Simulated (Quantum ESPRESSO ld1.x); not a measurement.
Ga II, 30 electrons, occupied as [Ar] 3d(up 5, down 5) 4s2 (the NIST ground configuration). Calculated with ld1.x of Quantum ESPRESSO 7.5: scalar-relativistic Kohn-Sham, LDA (Slater exchange, Perdew-Zunger correlation), spin-polarised, spherical densities, point nucleus.

Normalised radial functions P(r) = r R(r), r in bohr:

```
   r/bohr * 3d (the largest magnitude, 1.09, reaches the edge; | marks zero)
 0.004128 *
 0.004729 *
 0.005375 *
 0.006158 *
 0.007055 *
 0.008019 *
 0.009187 *
  0.01053 *
  0.01196 *
  0.01371 *
   0.0157 *
  0.01799 *
  0.02045 *
  0.02342 *
  0.02684 *
   0.0305 *
  0.03494 |*
  0.04004 |*
   0.0455 |*
  0.05213 | *
  0.05973 | *
  0.06843 |  *
  0.07777 |   *
   0.0891 |     *
   0.1021 |       *
    0.116 |         *
   0.1329 |            *
   0.1523 |               *
   0.1731 |                   *
   0.1983 |                        *
   0.2272 |                              *
   0.2603 |                                   *
   0.2958 |                                        *
   0.3389 |                                             *
   0.3883 |                                                  *
   0.4413 |                                                     *
   0.5056 |                                                      *
   0.5793 |                                                      *
   0.6584 |                                                    *
   0.7543 |                                                 *
   0.8642 |                                            *
   0.9901 |                                       *
    1.125 |                                 *
    1.289 |                           *
    1.477 |                      *
    1.679 |                 *
    1.923 |            *
    2.203 |        *
    2.504 |     *
    2.869 |   *
    3.287 | *
    3.766 |*
     4.28 |*
    4.904 *
    5.618 *
    6.385 *
    7.316 *
```

3d: eigenvalue -27.752 eV, 0 radial nodes, <r> = 0.808 bohr, 90 % of the charge inside 1.40 bohr.
